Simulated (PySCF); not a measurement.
Si(F)2(OH)(SeH) (F₂H₂OSeSi), SMILES O[Si](F)(F)[SeH]. The structure is a stationary point at PBE-D3(BJ)/def2-SVP. This is a generated structure with no PubChem entry under its InChIKey; it may be hypothetical. The values are those of a single conformer.

Computed equilibrium geometry at PBE-D3(BJ)/def2-SVP (PySCF confirms it by a frequency run) as Cartesian coordinates in Å (one conformer of several):
```xyz
7

O     -1.0260     1.5931     0.9989
Si    -0.7427     0.0836     0.3905
F     -1.8537    -0.3516    -0.7113
F     -0.9131    -0.9064     1.6598
Se     1.2450    -0.1552    -0.6739
H     -0.7935     2.3259     0.4019
H      1.9706     0.3585     0.5170
```
